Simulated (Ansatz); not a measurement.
C6H13FHfN2, SMILES `C#[C][Hf]([F])([N](C)C)[N](C)C` at its PBE0-D4/def2-TZVP geometry, where that method's forces vanish. The species carries charge 0 and has multiplicity 1. Hf: def2 effective core potential.

```xyz
23

C    -0.9994    1.1269    3.4544
C    -0.7374    0.4703    2.4655
Hf   -0.2519   -0.7755    0.7059
F    -0.6147   -2.6373    1.0182
N    -1.4265   -0.0665   -0.7767
C    -2.8254   -0.4193   -0.6730
C    -1.1388    0.7243   -1.9440
N     1.6686   -0.4239    0.2086
C     2.0281    0.9713    0.0906
C     2.7686   -1.3207   -0.0359
H    -1.2303    1.7026    4.3224
H    -3.0159   -1.0305    0.2189
H    -3.1656   -1.0009   -1.5412
H    -3.4622    0.4719   -0.5900
H    -1.6985    1.6705   -1.9373
H    -1.4076    0.1925   -2.8682
H    -0.0746    0.9636   -1.9976
H     1.1684    1.6193    0.3077
H     2.3813    1.2180   -0.9209
H     2.8170    1.2483    0.8025
H     3.5930   -1.1484    0.6701
H     2.4510   -2.3609    0.0702
H     3.1731   -1.1954   -1.0502
```

(1) What forces (eV/Å) does r2SCAN-D4/def2-TZVPP give on these atoms in Ansatz 0.2.0? (Estimate.)

Answers

(1) The calculation gave: 
```
C1  -0.095  0.231  0.351
C2   0.072 -0.183 -0.281
Hf3 -0.055 -0.044  0.149
F4  -0.008 -0.050 -0.001
N5   0.094 -0.001  0.028
C6  -0.199 -0.058  0.024
C7   0.039  0.117 -0.175
N8  -0.069 -0.070  0.014
C9   0.047  0.205 -0.017
C10  0.165 -0.136 -0.039
H11  0.010 -0.024 -0.033
H12  0.019  0.004  0.005
H13 -0.004  0.000 -0.010
H14 -0.003  0.005 -0.004
H15 -0.007  0.004 -0.004
H16 -0.008  0.001 -0.009
H17 -0.006 -0.006  0.009
H18 -0.012 -0.015 -0.003
H19  0.008 -0.001 -0.006
H20  0.007 -0.001  0.004
H21  0.005  0.005 -0.001
H22 -0.007  0.013  0.001
H23  0.008  0.004 -0.003
```
